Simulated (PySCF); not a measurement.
## Polarisability and C₆ of Si (silicon, neutral)

[Ne] 3s2 3p2, high-spin 3P determinant. All numbers are calculated (PySCF 2.14, no relativity, point nucleus, in dyall-av3z (19s12p3d2f, 84 functions)). Coupled (time-dependent) response in atomic units; α is the mean over directions.

```csv
method,mean α (bohr³),"α xx, yy, zz",C₆ (like pair),S(−4)
UHF,38.39,"32.49, 41.35, 41.35",315.4,551.5
PBE,41.40,"33.71, 45.25, 45.25",340.6,745.8
PBE0,39.61,"32.84, 42.99, 42.99",323.9,638.6
M06,41.10,"33.10, 45.10, 45.10",321.4,845.6
PW91,40.99,"33.42, 44.78, 44.78",336.2,726.9
```

S(−4) is the Cauchy moment in α(ω) = α(0) + S(−4) ω² + …

Reference α: 37.3 ± 0.7 bohr³ (recommended; Schwerdtfeger and Nagle, table of static dipole polarizabilities (2023 update)). Published C₆: 305.0 (Chu and Dalgarno (2004); Tang, Norbeck and Certain (1976)).

α(iu) at PBE:

| u (hartree) | α(iu) (bohr³) |
| --- | --- |
| 0 | 41.40 |
| 0.0500 | 39.65 |
| 0.100 | 35.43 |
| 0.200 | 25.76 |
| 0.300 | 18.30 |
| 0.500 | 9.893 |
| 0.750 | 5.361 |
| 1.00 | 3.315 |
| 1.50 | 1.625 |
| 2.00 | 0.9718 |
| 3.00 | 0.4732 |
| 5.00 | 0.1933 |

The components differ because the open shell of this determinant is not spherical; for a pure term their mean is the scalar polarisability.
